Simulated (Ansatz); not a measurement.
Ansatz (a quantum-chemistry and plane-wave program) input (CCSD(T)/def2-SVP):

Ansatz 0.2 input:
```yaml
crystal:
  periodic: [false, false, false]
  atoms:
    - {symbol: Zr, position_ang: [0.00000000, 0.00000000, 0.00000000]}
    - {symbol: I, position_ang: [-2.13129744, -1.64459628, -0.25418275]}
    - {symbol: I, position_ang: [-0.01411285, 2.42585869, -1.19446431]}
    - {symbol: I, position_ang: [2.14541029, -0.78126241, 1.44864706]}
basis:
  gaussian:
    orbitals: def2-SVP
magnetization: {spin_polarized: true, initial_magnetization: 1}
correlation: {method: ccsd_t, electrons: outside_noble_gas}
```

End of the output:

```
mean field evaluation 448: about -25484.2736 eV, gradient 3.8e-1 eV
mean field evaluation 480: about -25484.4105 eV, gradient 1.8e-1 eV
mean field evaluation 512: about -25483.6839 eV, gradient 6.1e-1 eV
mean field evaluation 544: about -25484.3287 eV, gradient 2.0e-1 eV
mean field evaluation 576: about -25484.8403 eV, gradient 2.7e-1 eV
mean field evaluation 608: about -25484.4126 eV, gradient 8.7e0 eV
mean field evaluation 640: about -25484.1134 eV, gradient 1.1e-1 eV
mean field evaluation 672: about -25483.3656 eV, gradient 2.1e-3 eV
mean field evaluation 704: about -25488.8152 eV, gradient 1.1e0 eV
mean field evaluation 736: about -25487.0234 eV, gradient 9.6e-3 eV
mean field evaluation 768: about -25484.5354 eV, gradient 2.9e-1 eV
mean field -25488.86341728 eV, -936.6984536127 hartree, gradient 2.8e-6 eV, S^2 0.758782; 12 other end points of the search recorded, 0 dependent functions left out
determinant -25488.86341728 eV, -936.6984536127 hartree, with singles and doubles -25499.37566063 eV, -937.0847714306 hartree
determinant -25488.24771157 eV, -936.6758268455 hartree, with singles and doubles -25498.64541532 eV, -937.0579354103 hartree
determinant -25488.24753569 eV, -936.6758203819 hartree, with singles and doubles -25498.64537665 eV, -937.0579339892 hartree
determinant -25487.02350560 eV, -936.6308381060 hartree, with singles and doubles -25497.51690126 eV, -937.0164632836 hartree
determinant -25487.02338638 eV, -936.6308337244 hartree, with singles and doubles -25497.51689238 eV, -937.0164629573 hartree
31 core orbitals not correlated
reference -25488.86341728 eV, -936.6984536127 hartree; 13, 12 occupied and 65, 66 virtual orbitals, 1332 factors
second order -9.80184107 eV of doubles, -0.00000000 eV of singles
coupled cluster: 0.55 GiB planned
cycle   1  -10.51321775 eV  change   -9.7e-4 eV  update   1.4e-3
cycle   2  -10.51342102 eV  change   -2.0e-4 eV  update   9.4e-4
cycle   3  -10.51379926 eV  change   -3.8e-4 eV  update   4.9e-4
cycle   4  -10.51382869 eV  change   -2.9e-5 eV  update   1.5e-4
cycle   5  -10.51408417 eV  change   -2.6e-4 eV  update   5.6e-5
cycle   6  -10.51411581 eV  change   -3.2e-5 eV  update   1.9e-5
cycle   7  -10.51411970 eV  change   -3.9e-6 eV  update   7.9e-6
perturbative correction -0.40664092 eV, -0.0149437780 hartree
Total energy: -25499.78417789 eV, -937.0997841631 hartree
```

The spin state was set by rule; other spins were not relaxed.
